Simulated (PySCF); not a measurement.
CH₂Cl, SMILES Cl[CH2], multiplicity 2.

Geometry: r2SCAN-D4/def2-TZVP. The isomer is the one that the SMILES or the coordinates give; other isomers of the formula were not compared.

All values below come from PBE/def2-TZVPD run with PySCF.

| Property | Value |
|---|---|
| total energy | -499.22896 hartree |
| point group | C2v |
| α spin, highest occupied and lowest empty level | -4.94 and -0.55 eV |
| β spin, highest occupied and lowest empty level | -7.54 and -3.04 eV |
| dipole moment | 0.199 e·Å |
| quadrupole, principal values (traceless, Buckingham form, about the centre of nuclear charge) | -2.51, 0.49, 2.03 D·Å |
| mean static polarisability | 29.8 bohr³ (4.42 Å³) |
| polarisability, principal values | 25.1, 26.1, 38.2 bohr³ |
| ⟨S²⟩ | 0.754 (pure state 0.75) |
